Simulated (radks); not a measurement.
The numbers below are computed, except where a source is named.
Charge is removed step by step from the 1s down level of He, starting from 1s(up 1, down 1). Level of theory: non-relativistic Kohn-Sham, PBE, spin-polarised, spherical densities, point nucleus (a radial shooting solver on a logarithmic mesh with Libxc functionals).

[
 {"removed (e)": "0", "E - E(0) (eV)": "0.000", "eigenvalue (eV)": "-15.763"},
 {"removed (e)": "0.25", "E - E(0) (eV)": "4.507", "eigenvalue (eV)": "-20.321"},
 {"removed (e)": "0.5", "E - E(0) (eV)": "10.165", "eigenvalue (eV)": "-24.924"},
 {"removed (e)": "0.75", "E - E(0) (eV)": "16.939", "eigenvalue (eV)": "-29.141"}
]

The mean slope of the eigenvalue, de/dn, is 17.8 eV per electron.
